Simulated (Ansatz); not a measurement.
Consider the ligand exchange at the In–C bond: `[F][InH][CH2]O[SiH3]` + HI → `[F][InH][I]` + `CO[SiH3]`.

Calculated with Ansatz (gas phase, PBE0-D4/def2-TZVP geometries, no zero-point term in ΔE). CBS: MP2 limit from def2 TZ/QZ plus the TZ coupled-cluster correction, frozen cores. Functionals use def2-TZVPP. Elements past krypton have def2 core potentials. For I, In outer-core shells are correlated without core-valence functions, which leaves a few kJ/mol of doubt a bond. One conformer a species, not always the lowest.

| level | ΔE (kJ/mol) |
| --- | --- |
| r2SCAN0 | -179.4 |
| LC-ωPBE | -172.8 |

Problem. What does CCSD(T)/CBS give? (Estimate.)

Solution. Ansatz gave: -170.2 kJ/mol. The listed levels differ from it by -9.2, -2.6 kJ/mol.

Problem. What do rigid-rotor, harmonic-oscillator terms from PBE0-D4/def2-TZVP frequencies (298.15 K, 1 bar) make of the CCSD(T)/CBS value? (An estimate is asked.)

Solution. The calculation gave: ΔZPE = +14.4 kJ/mol, ΔH = -157.3 kJ/mol, ΔS = 28 J/(mol·K), ΔG = -165.5 kJ/mol. Modes under 50 cm⁻¹ make the entropy rough.

Largest T1 diagnostic among the species: 0.015.

Leaving LDA and LC-ωPBE aside and taking each functional with its dispersion term where it has one, the values, not all of them listed here, spread over 24.7 kJ/mol, from BHLYP-D4 to revPBE-D4. LDA lies +15.5 kJ/mol from PBE without D4. From BLYP to BHLYP (50 % exact exchange), in def2-TZVPP and without D4, ΔE moves by −20.6 kJ/mol. At CCSD(T), def2-SVP lies −9.1 kJ/mol from the extrapolated value and def2-TZVPP +6.1 kJ/mol.

CCSD(T)/CBS has its own doubt, a few kJ/mol and more with outer-core shells, so smaller differences from it don't rank the levels.
